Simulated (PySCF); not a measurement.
Isomers of [C6H14PSi]+, one conformer each; single-point electronic energies without zero-point terms and without any empirical dispersion term.

Level: PBE0/pcSseg-1 in PySCF, non-relativistic, each on one gas-phase PBE0-D3(BJ)/def2-SVP geometry that isn't relaxed in the solvent. The solvent is an IEF-PCM continuum (cavity from Bondi-type radii × 1.2). Only the electrostatic response of the medium enters.

| isomer | relative energy, gas (kcal/mol) |
| --- | --- |
| `CC[P@H+]1CC=C([SiH3])C1` | 0.0 |
| `C=C[C@@H]1[C@H]([SiH3])C[P@H+]1C` | 24.3 |

Q: How do the relative energies look in chloroform (ε = 4.711)?

A: 
| isomer | relative energy, solvent (kcal/mol) | E(solvent) − E(gas) (kcal/mol) |
| --- | --- | --- |
| `CC[P@H+]1CC=C([SiH3])C1` | 0.0 | -42.2 |
| `C=C[C@@H]1[C@H]([SiH3])C[P@H+]1C` | 24.3 | -42.3 |

The order is unchanged. Conformers: `[CH3:1][CH2:2][P@H+:3]1[CH2:4][CH:5]=[C:6]([SiH3:7])[CH2:8]1` (charge +1) with C1–C2–P3–C4 -177°, C2–P3–C4–C5 109°, P3–C4–C5–C6 8°, C5–C6–C8–P3 -8°, C2–P3–C8–C6 -109°; `[CH2:1]=[CH:2][C@@H:3]1[C@H:4]([SiH3:5])[CH2:6][P@H+:7]1[CH3:8]` (charge +1) with C1–C2–C3–C4 -129°, C2–C3–C4–Si5 -23°, C3–C4–C6–P7 21°, C4–C6–P7–C8 -140°, C2–C3–P7–C6 142°. The gains span 0.1 kcal/mol, the gas-phase energies 24.3 kcal/mol.
